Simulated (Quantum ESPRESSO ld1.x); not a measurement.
Values are calculated unless marked as measured or tabulated.
Task: Radial electron density D(r) = 4 pi r^2 rho(r) of an atom or ion with 57 electrons. Code: ld1.x of Quantum ESPRESSO 7.5. Model: scalar-relativistic Kohn-Sham, revPBE, spin-unpolarised, spherical densities, point nucleus.

r (bohr),D(r) (e/bohr)
0.002807,24.99
0.003216,29.92
0.003685,35.52
0.004222,41.79
0.004798,48.24
0.005497,55.52
0.006298,63.04
0.007216,70.49
0.008201,77.08
0.009396,83.18
0.01076,87.90
0.01233,90.81
0.01402,91.66
0.01606,90.60
0.0184,87.93
0.02108,84.54
0.02396,81.85
0.02745,80.94
0.03145,83.30
0.03603,89.51
0.04095,98.35
0.04691,109.0
0.05374,118.1
0.06157,122.4
0.06998,120.4
0.08018,112.4
0.09186,102.0
0.1052,94.25
0.1196,93.17
0.137,98.79
0.157,106.6
0.1799,109.2
0.2044,102.0
0.2342,84.84
0.2683,65.29
0.3074,52.29
0.3494,49.87
0.4003,54.53
0.4586,58.97
0.5254,57.05
0.5972,48.75
0.6842,36.42
0.7839,24.64
0.8981,15.69
1.021,9.930
1.169,5.838
1.34,3.122
1.535,1.432
1.745,0.5699
1.999,0.1675
2.29,0.03631
2.623,0.005531
2.982,0.0006540

What is the nuclear charge?

Result: Z = 68. The innermost maximum, from 1s, lies near gamma/Z bohr with gamma = sqrt(1 - (Z/c)^2) = 0.868, here 0.0128 bohr (found: 0.0139), and its height grows with Z. The density is that of the erbium ion Er11+ in [Kr] 4d10 4f9 5s2; the configuration itself is not fixed sharply by these data, and Z only to a few units. D(r) has 4 maxima, at r = 0.0139, 0.0631, 0.174, 0.474 bohr, and minima at 0.0268, 0.114, 0.338 bohr, inside which lie 1.92, 11.09, 29.60 electrons.
